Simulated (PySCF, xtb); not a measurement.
C₃H₂O, SMILES C#CC=O.

Harmonic wavenumbers (cm⁻¹) from GFN2-xTB in xtb at its own minimum, in rising order: 186, 263, 571, 665, 694, 910, 960, 1353, 1754, 2231, 2752, 3375.

Task: What does B3LYP-D3(BJ)/def2-SVP (PySCF 2.14.0) give at its own minimum? (Estimate from the structure and the level; the computed values follow.)

Result: 217, 289, 637, 703, 761, 961, 1010, 1405, 1800, 2204, 2926, 3461. Paired by order, the mean absolute difference is 60 cm⁻¹ and the zero-point energies are 22.5 and 23.4 kcal/mol.
